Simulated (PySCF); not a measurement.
# Proton affinity of 1,4-dimethylpyrazole, site by site

Molecule: 1,4-dimethylpyrazole, `Cc1cnn(C)c1` (C5H8N2). Coordinates in Å; atoms count from 1 in this order:
```
C    -2.4434    0.3619    0.3135
C    -1.0417   -0.0181   -0.0283
C    -0.5915   -1.0150   -0.9270
N     0.7322   -1.0789   -0.9766
N     1.1583   -0.1474   -0.1319
C     2.5697    0.0481    0.0624
C     0.1363    0.5176    0.4638
H    -2.9743   -0.4587    0.8228
H    -3.0253    0.6153   -0.5868
H    -2.4679    1.2353    0.9808
H    -1.1912   -1.6884   -1.5410
H     3.0575    0.2838   -0.8943
H     3.0300   -0.8608    0.4771
H     2.7256    0.8803    0.7604
H     0.3140    1.3149    1.1837
```

Computed at ωB97X-D3(BJ)/def2-TZVP // PBE0-D3(BJ)/def2-SVP with PySCF (density fitting, grid level 2). ωB97X-D3(BJ) is ωB97X-V with D3(BJ) in place of VV10. Zero-point and thermal terms (298.15 K, 1 bar) come from unscaled GFN2-xTB harmonic frequencies, with soft modes damped to free rotors in the entropy. These were taken at the GFN2-xTB minima.

```jsonl
{"site": "N4 (pyridine-type nitrogen)", "product": "Cc1c[nH+]n(C)c1", "PA / eV": "9.82", "GB / eV": "9.49", "gas share": "> 99.9 %", "above best in benzonitrile / eV": "0.000", "above best in THF / eV": "0.000"}
{"site": "C2 (aromatic carbon)", "product": "C[C@@H]1C=N[N+](C)=C1", "PA / eV": "8.90", "GB / eV": "8.56", "gas share": "< 0.1 %", "above best in benzonitrile / eV": "0.896", "above best in THF / eV": "0.903"}
{"site": "C7 (aromatic carbon)", "product": "CC1=CN=[N+](C)C1", "PA / eV": "8.78", "GB / eV": "8.46", "gas share": "< 0.1 %", "above best in benzonitrile / eV": "1.057", "above best in THF / eV": "1.055"}
{"site": "C3 (aromatic carbon)", "product": "CC1=C[N+](C)=NC1", "PA / eV": "8.76", "GB / eV": "8.43", "gas share": "< 0.1 %", "above best in benzonitrile / eV": "1.117", "above best in THF / eV": "1.108"}
{"site": "N5 (pyrrole-type nitrogen)", "product": "CC1=C[NH+](C)N=C1", "PA / eV": "8.54", "GB / eV": "8.19", "gas share": "< 0.1 %", "above best in benzonitrile / eV": "1.194", "above best in THF / eV": "1.212"}
```

PA is −ΔH and GB is −ΔG of B + H⁺ → BH⁺ in the gas phase. Shares are Boltzmann weights among the listed products; an error of 10 kJ/mol changes a ratio about 56-fold. Sites whose products fell apart, merged with another or lost in a GFN2-xTB screen aren't listed. Values in solvent are IEF-PCM free energies relative to the most favourable product.

Among these, N4 (pyridine-type nitrogen) wins by 0.93 eV in gas-phase free energy over C2.

In benzonitrile the product from N4 is solvated 2.14 eV more strongly than the parent (electrostatics only).

In THF the product from N4 is solvated 1.93 eV more strongly than the parent (electrostatics only).

Measured values (NIST Chemistry WebBook, evaluated or the median of agreeing entries): proton affinity (−ΔH) 928 kJ/mol (computed 947, difference 19); gas-phase basicity (−ΔG) 897 kJ/mol (computed 916, difference 19). These are compared with the most favourable site that keeps the skeleton.

Known limits: the order of C7 and C3 is undecided: the gaps lie inside the method's error (some 10 kJ/mol, one structure a species); in free energy C2 and C7 (by 9.6 kJ/mol) differ by less than the method's error (some 10 kJ/mol), so that order is undecided.
